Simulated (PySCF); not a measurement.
# How methods differ on the ionisation energy of Tc²¹⁺

Tc²¹⁺ [Ar] 3d4 [3d3/2^4, M_J = 0] → Tc²²⁺ [Ar] 3d3 [3d3/2^3, M_J = 3/2], as a difference of total energies. All numbers are calculated (PySCF 2.14, the two-component X2C-1e Hamiltonian, in an even-tempered Gaussian basis (17 s from 2.5 bohr⁻², ratio 2.8; 12 p from 3.2 bohr⁻², ratio 2.8; 8 d from 3.2 bohr⁻², ratio 2.8; 4 f from 11 bohr⁻², ratio 3)). Correlated levels: [Ne] frozen; the 76 highest virtual spinors dropped. "Screened" scales the spin-orbit matrix elements by Boettger's factors to mimic the two-electron term; Breit and QED terms are absent.

```csv
method,ionisation energy (eV)
GHF (spin-free),967.91
GMP2 (spin-free),968.28
GHF (screened spin-orbit),967.12
GMP2 (screened spin-orbit),967.54
```

**Question.** How much does correlation contribute at GMP2 (screened spin-orbit)?

**Answer.** 967.54 − (967.12) = 0.42 eV, measured against GHF (screened spin-orbit).

Breit and QED terms and the two-electron picture change are absent.

The spin-free rows relax to the high-spin LS determinant and lack the spin-orbit shift.

The labels give the starting determinants; with spin-orbit coupling the two ends relaxed to ⟨J²⟩ = 2.50, ⟨L²⟩ = 5.35, ⟨S²⟩ = 5.34 and ⟨J²⟩ = 5.37, ⟨L²⟩ = 11.38, ⟨S²⟩ = 3.43.

The determinant of Tc²¹⁺ and of Tc²²⁺ mixes levels of different J (the jj label is only the starting occupation), so the difference between spin-free and spin-orbit rows is not the physical spin-orbit shift.

For comparison: 968 ± 4 eV (theoretical estimate listed by NIST; NIST Atomic Spectra Database, ionization energies).
